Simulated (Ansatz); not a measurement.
The lowest singlet and triplet of C3H4 (SMILES [CH]C=C); geometries from B3LYP-D3(BJ)/def2-TZVP, each state relaxed from the structure named, with no frequency check, low spin by broken symmetry.
Singlet (charge 0, multiplicity 1):
```xyz
7

C     -1.204     0.319    -0.360
C     -0.103    -0.373     0.046
C      1.140     0.171     0.307
H     -2.066    -0.027    -0.917
H     -0.222    -1.452     0.193
H      1.972    -0.454     0.597
H      1.319     1.229     0.172
```
Triplet (charge 0, multiplicity 3):
| atom | x (Å) | y (Å) | z (Å) |
|---|---|---|---|
| C | -1.1747 | 0.2908 | -0.4602 |
| C | -0.0983 | -0.3698 | 0.0454 |
| C | 1.1320 | 0.1799 | 0.3455 |
| H | -2.1816 | 0.0333 | -0.7467 |
| H | -0.2269 | -1.4407 | 0.2299 |
| H | 1.9291 | -0.4295 | 0.7455 |
| H | 1.3258 | 1.2319 | 0.1871 |

A positive gap puts the triplet lower; no zero-point energy. R- takes a restricted singlet, here one determinant of a half-filled degenerate or near-degenerate pair, which mixes singlet states. U- takes an unrestricted singlet (broken symmetry where lower, unprojected). The triplet is unrestricted in single-reference levels. Active spaces average the two states.

Frozen-core correlation.

Run with Ansatz (a quantum-chemistry and plane-wave program) with Gaussian orbitals. Values without a source in brackets are computed.

```json
[
 {"level": "R-HF/cc-pVDZ", "gap E(singlet) − E(triplet), adiabatic (kcal/mol)": "45.53"},
 {"level": "R-HF/cc-pVTZ", "gap E(singlet) − E(triplet), adiabatic (kcal/mol)": "44.38"},
 {"level": "R-PBE/def2-TZVPP", "gap E(singlet) − E(triplet), adiabatic (kcal/mol)": "18.55"},
 {"level": "U-PBE0/def2-TZVPP (spin-contaminated)", "gap E(singlet) − E(triplet), adiabatic (kcal/mol)": "___"},
 {"level": "R-wB97X-V/def2-TZVPP", "gap E(singlet) − E(triplet), adiabatic (kcal/mol)": "19.46"},
 {"level": "R-MP2/cc-pVDZ", "gap E(singlet) − E(triplet), adiabatic (kcal/mol)": "19.63"},
 {"level": "R-SCS-MP2/cc-pVDZ", "gap E(singlet) − E(triplet), adiabatic (kcal/mol)": "16.24"},
 {"level": "SA-CASSCF(4,4)/cc-pVTZ", "gap E(singlet) − E(triplet), adiabatic (kcal/mol)": "16.44"},
 {"level": "FIC-MRCISD+Q on SA-CASSCF(4,4)/cc-pVTZ", "gap E(singlet) − E(triplet), adiabatic (kcal/mol)": "___"}
]
```

Question: Some entries are withheld; supply them.

Answer: 
- U-PBE0/def2-TZVPP (spin-contaminated), gap E(singlet) − E(triplet), adiabatic (kcal/mol): 7.91
- FIC-MRCISD+Q on SA-CASSCF(4,4)/cc-pVTZ, gap E(singlet) − E(triplet), adiabatic (kcal/mol): 13.73

Doubts at one or more of the structures used: a restricted determinant that unrestricted orbitals would lower (R-HF/cc-pVDZ, R-HF/cc-pVTZ, R-PBE/def2-TZVPP, R-wB97X-V/def2-TZVPP, R-MP2/cc-pVDZ, R-SCS-MP2/cc-pVDZ); a spin-contaminated determinant (R-HF/cc-pVDZ, R-HF/cc-pVTZ, R-MP2/cc-pVDZ, R-SCS-MP2/cc-pVDZ).
